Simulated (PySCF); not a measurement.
Species: C₉H₉N.
Bonds: N1–C2, C2–C3, C3–C4 (triple), C4–C5, C5–C6 (aromatic), C6–C7 (aromatic), C7–C8 (aromatic), C8–C9 (aromatic), C9–C10 (aromatic), C5–C10 (aromatic). Hydrogens: H11, H12 on N1; H13, H14 on C2; H15 on C6; H16 on C7; H17 on C8; H18 on C9; H19 on C10.

Level of theory: PBE0-D3(BJ)/def2-SVP geometry optimisation, gas phase in PySCF 2.14.0.

(1) Give the optimised bond lengths and angles.

Answers

(1) 
```tsv
bond	length (pm)	order
N1–C2	145.1	single
C2–C3	146.7	single
C3≡C4	121.6	triple
C4–C5	142.8	single
C5–C6, C5–C10	140.6	aromatic
C6–C7, C9–C10	139.1	aromatic
C7–C8, C8–C9	139.5	aromatic
N1–H11, N1–H12	101.9	single
C2–H13, C2–H14	110.4	single
C6–H15, C10–H19	109.2	single
C7–H16, C9–H18	109.3	single
C8–H17	109.3	single
```

Bonds in one row agree within 1 pm and their mean is given. Orders are formal, as drawn. A selection of angles:
```tsv
angle	degrees
C2–N1–H11	109.6
H11–N1–H12	105.8
N1–C2–C3	115.9
N1–C2–H13	108.7
C3–C2–H13	108.9
H13–C2–H14	105.1
C2–C3–C4	177.8
C3–C4–C5	179.6
C4–C5–C6	120.6
C6–C5–C10	118.9
C5–C6–C7	120.4
C5–C6–H15	119.1
C7–C6–H15	120.5
C6–C7–C8	120.3
C6–C7–H16	119.6
C8–C7–H16	120.1
C7–C8–C9	119.7
C7–C8–H17	120.2
C9–C10–H19	120.5
H12–N1–C2	109.6
```

The 9 C–C bonds span 1.216 Å (C3≡C4, drawn triple) to 1.467 Å (C2–C3, drawn single), a spread of 0.251 Å. The 10 heavy atoms lie in one plane (0.020 Å rms). N1 (primary amine nitrogen) is pyramidal (angles 109.6°, 109.6° and 105.8°, sum 324.9°, 0.40 Å off the plane of its three neighbours). The 6-membered ring C5–C6–C7–C8–C9–C10 has internal angles of 118.9° to 120.4° (sum 720°, against 720° for a flat polygon); it is planar, 0.00 Å rms from its mean plane, widest ring torsion 0°.

Point group: near Cs, missed by 0.14 Å at most; the miss may be what the optimiser left on a soft mode. PBE0-D3(BJ)/def2-SVP frequencies: not computed here. One conformer, not necessarily the lowest (H–N1–C2–C3 58° and -58°).
